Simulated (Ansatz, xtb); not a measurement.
## Isomers of C4H6BBr in order of energy

4 gas-phase structures of C4H6BBr, from a drawn sample of its isomers (lower ones may exist). Each was relaxed with GFN2-xTB:

A. `BC#C[C@H](C)Br`, a singlet
B. `B/C=C1/C[C@@H]1Br`, a singlet
C. `CC#CB(C)Br`, a singlet
D. `C#CBCCBr`, a singlet

Question: Make a reasoned guess at their ranking by r2SCAN-D4/def2-SVP single-point energy.

Answer: Calculated order at r2SCAN-D4/def2-SVP: C (0.0), D (46.4), A (50.5), B (58.4) kcal/mol.

Energies above the lowest of each column, in kcal/mol; the last columns are at PBE0-D3(BJ)/def2-SVP geometries and were run for some of them only (a dash: not run or not comparable):

| structure | GFN2-xTB | HF/STO-3G | r2SCAN-D4/def2-SVP | PBE0-D3(BJ)/def2-SVP | CCSD(T)/def2-SVP + ΔMP2/def2-TZVPP |
| --- | --- | --- | --- | --- | --- |
| C | 0.0 | 0.0 | 0.0 | 0.0 | 0.0 |
| D | 36.5 | 45.1 | 46.4 | 45.5 | 40.4 |
| A | 26.8 | 48.4 | 50.5 | 50.4 | 46.6 |
| B | 32.4 | 61.1 | 58.4 | – | – |

Every level run on C puts it lowest or level with the lowest. Flexible structures stand in one conformer each, not always the lowest. Frequencies (GFN2-xTB) were run for A, C, D alone. The ΔMP2 step shifts differences by up to 3.1 kcal/mol, which makes them less sure. ΔMP2 is the change of the MP2 energy from the smaller to the larger basis.

Over these structures GFN2-xTB departs from r2SCAN-D4/def2-SVP by 9.9 kcal/mol on average once a common shift is removed. A GFN2-xTB relaxation took about 0.083 s and the r2SCAN-D4/def2-SVP energy about 1.8 s on a shared host (Ansatz 0.2.0, xtb 6.7.1).
